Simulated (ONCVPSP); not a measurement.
# u(r) = r·R(r): atom against pseudo-atom (chromium)

Columns: radius, all-electron u(r) and pseudo u(r) of the 3p shell (level -45.44 eV) of chromium in the configuration [Ne] 3s2 3p6 3d5 4s1; PBE, scalar-relativistic, ONCV scheme, ONCVPSP 4.0.1.

```
r (bohr)  all-electron  pseudo
   0.088       -0.4171  0.0370
   0.175       -0.5539  0.1402
   0.262       -0.3023  0.2944
   0.350        0.0955  0.4795
   0.438        0.4742  0.6679
   0.525        0.7636  0.8340
   0.612        0.9558  0.9626
   0.700        1.0608  1.0449
   0.788        1.0950  1.0779
   0.875        1.0790  1.0678
   0.962        1.0301  1.0247
   1.050        0.9605  0.9586
   1.138        0.8805  0.8800
   1.225        0.7977  0.7976
   1.312        0.7158  0.7157
   1.400        0.6365  0.6364
   1.487        0.5634  0.5633
   1.575        0.4954  0.4954
   1.662        0.4346  0.4345
   1.750        0.3794  0.3794
   1.838        0.3303  0.3303
   1.925        0.2874  0.2874
   2.012        0.2496  0.2496
   2.100        0.2160  0.2160
   2.188        0.1868  0.1867
   2.275        0.1615  0.1615
```

Task: How many radial nodes do the two functions have?

Result: The all-electron 3p function has n − l − 1 = 1; the pseudo-wave has 0, since the states of the same l below it are removed with the core.

Task: At about which radius was the pseudo-wave matched?

Result: 1.30 bohr. The columns agree to 0.0005 from 1.14 bohr on; several derivatives are matched, so the curves merge somewhat inside the radius.

Task: Where does each function peak?

Result: Outermost all-electron maximum near 0.79 bohr, pseudo maximum near 0.79 bohr (to the table’s step).

Task: Is the pseudo-wave norm-conserving?

Result: Yes: the ONCV scheme keeps the norm inside the radius equal to the all-electron one, which fixes the energy derivative of the logarithmic derivative at the level.
